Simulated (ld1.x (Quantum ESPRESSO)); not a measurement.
Pt (Z = 78): excitation energies, all-electron against TM

```
Element                 : Pt
Generator               : ld1.x (Quantum ESPRESSO) 7.5
Type                    : norm-conserving Troullier–Martins (Kleinman–Bylander form)
Functional              : LDA (PZ)
Relativity              : scalar-relativistic
Frozen core             : [Kr] 4d10 4f14 5s2
Valence charge          : 16
Reference configuration : 5p6 5d8 6s2 6p0
Partial waves           : 5p (bound): rc 1.60 bohr; 5d (bound): rc 1.35 bohr; 6s (bound): rc 2.05 bohr
Local potential         : the s channel
Core correction         : a·sin(br)/r model core inside 0.90 bohr
```

Energies are relative to the spin-unpolarised reference configuration 5p6 5d8 6s2 6p0; without spin polarisation the order of configurations can differ from experiment. Spin-polarised rows fill each open shell by Hund’s rule, majority spin first.

```csv
valence configuration,charge,ΔE all-electron (eV),error AE − PS (meV)
5p6 5d9 6s1 6p0,0,-0.930,-48
5p6 5d9 6s0 6p0,+1,8.614,-91
5p6 5d8 6s0 6p0,+2,28.873,-41
5p6 5d9 6s0.5 6p0,+0.5,2.930,-66
5p6 5d9 6s0 6p1,0,4.255,-545
5p6 5d7 6s0 6p0,+3,61.385,-76
5p5 5d9 6s1 6p0,+1,61.509,-156
5p6 5d9 6s1 6p0 (spin-polarised),0,-1.310,-38
```

(1) What are ΔE and the potential's error for 5p6 5d8 6s2 6p0 (spin-polarised)?

Levels in the configuration 5p6 5d9 6s1 6p0:

| level | all-electron (eV) | pseudo (eV) |
| --- | --- | --- |
| 5p | -56.287 | -56.102 |
| 5d | -6.377 | -6.324 |
| 6s | -5.969 | -6.000 |

Answers

(1) ΔE = -0.518 eV all-electron; the error (AE − PS) is +10 meV.
